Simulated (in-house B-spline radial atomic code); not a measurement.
What moves the levels of Ag+ ([Kr] 4d10)? Level of theory: Dirac-Hartree-Fock, average of configuration, Fermi nucleus of rms radius 4.5454 fm; calculated with an all-electron radial atomic-structure program (B-spline basis).

Baseline run (computed): total energy -5314.4005 hartree, 1s1/2 at -943.4515 hartree, 4d5/2 at -21.773 eV with <r> = 1.376 bohr.

Scaling the speed of light c (a factor of 100 is close to the non-relativistic limit):

| c/c0 | ΔE (hartree) | 4d5/2 level (eV) | 4d5/2 <r> (bohr) |
| --- | --- | --- | --- |
| 0.95 | -13.495 | -21.701 | 1.379 |
| 0.98 | -5.129 | -21.7456 | 1.377 |
| 1.02 | 4.8064 | -21.7992 | 1.375 |
| 1.5 | 66.664 | -22.1501 | 1.364 |
| 100 | 116.96 | -22.458 | 1.355 |

Changing the nucleus:

```
                                          nucleus   ΔE (eV)
         Gaussian nucleus of rms radius 4.5454 fm  -0.00872
uniform spherical nucleus of rms radius 4.5454 fm   0.00346
           Gaussian nucleus of rms radius 0.01 fm     -2.98
            Fermi nucleus of rms radius 4.4545 fm    -0.111
            Fermi nucleus of rms radius 4.6363 fm     0.113
```

A larger nucleus binds the electrons less, roughly as the density at the nucleus times the change of the nuclear <r²>. At equal rms radius the shape enters only through higher moments. A radius of 0.01 fm is nearly a point.

Problem. The nuclear charge is raised by 0.1. What does the Hellmann-Feynman theorem predict for the energy, and what is found?

Solution. dE/dZ ≈ -Σ<1/r>, which is -274.043 at the start and -274.851 at the end; their mean times 0.1 is -27.445 hartree, and the two runs differ by -27.445 hartree.
